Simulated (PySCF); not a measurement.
As²⁺ (arsenic, charge +2) across methods

[Ar] 3d10 4s1 4p2, high-spin 4P determinant (an excited configuration). Computed with PySCF 2.14 in aug-cc-pwCVTZ-PP with ECP10MDF (8s7p6d4f1g, 96 functions), with a scalar-relativistic core potential. The B2PLYP total includes its PT2 part (frozen core); its orbital energies are those of the SCF part.

```csv
method,E (hartree),mean ε 3d β (eV),mean ε 4s α (eV),mean ε 4p α (eV),Σ⟨r²⟩ (bohr²),⟨S²⟩
B2PLYP,-330.6952,-71.933,-39.246,-27.077,22.85,3.751
UHF,-329.96570,-79.060,-42.595,-29.556,22.93,3.751
PBE,-331.0724,-63.458,-35.469,-24.480,22.87,3.751
PBEsol,-330.7386,-63.373,-35.520,-24.471,22.84,3.751
r2SCAN,-330.9577,-63.942,-36.310,-25.002,22.69,3.751
M06-L,-331.1089,-63.980,-35.782,-24.655,22.71,3.751
LDA,-330.5424,-63.611,-35.711,-24.525,22.86,3.751
wB97X-V,-331.0466,-69.907,-39.988,-28.157,22.91,3.751
PBE0,-331.0461,-67.674,-37.418,-25.884,22.82,3.751
```

Energies and moments cover only the electrons outside the core potential.
